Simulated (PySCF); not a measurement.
**Fluorine: a sound run and one with changed settings**

Sound run: F⁺ [He] 2s2 2p4, F²⁺ [He] 2s2 2p3. Computed with PySCF 2.14 in x2c-TZVPall, with the spin-free X2C one-electron Hamiltonian (Gaussian nucleus). In the sound run the correlated levels freeze 1s2. The sound run starts from symmetry-adapted Hartree-Fock orbitals and uses a fine grid where one is needed.

Changed run: basis STO-3G, all-electron and non-relativistic. This setting is unsound on purpose.

```csv
species,method,sound run (hartree),changed run (hartree),converged
F⁺,UHF,-98.92406,-97.52349,yes
F⁺,M06-2X,-99.18189,-97.76710,yes
F⁺,PBE,-99.11116,-97.65881,yes
F⁺,MP2,-99.06494,-97.52349,yes
F²⁺,UHF,-97.69681,-96.22428,yes
F²⁺,M06-2X,-97.89647,-96.41194,yes
F²⁺,PBE,-97.80995,-96.29929,yes
F²⁺,MP2,-97.79395,-96.22428,yes
```

Ionisation energy of F⁺:

```json
{"method": "UHF", "sound run (eV)": "33.395", "changed run (eV)": "35.353"}
{"method": "M06-2X", "sound run (eV)": "34.978", "changed run (eV)": "36.876"}
{"method": "PBE", "sound run (eV)": "35.408", "changed run (eV)": "36.994"}
{"method": "MP2", "sound run (eV)": "34.586", "changed run (eV)": "35.353"}
{"method": "SCS-MP2", "sound run (eV)": "34.679", "changed run (eV)": "35.353"}
```

A minimal basis cannot let orbitals breathe on ionisation and holds almost no correlation. The Hamiltonian changed with the basis, so the totals do not compare.

For comparison, NIST gives 34.971 eV between the lowest levels.
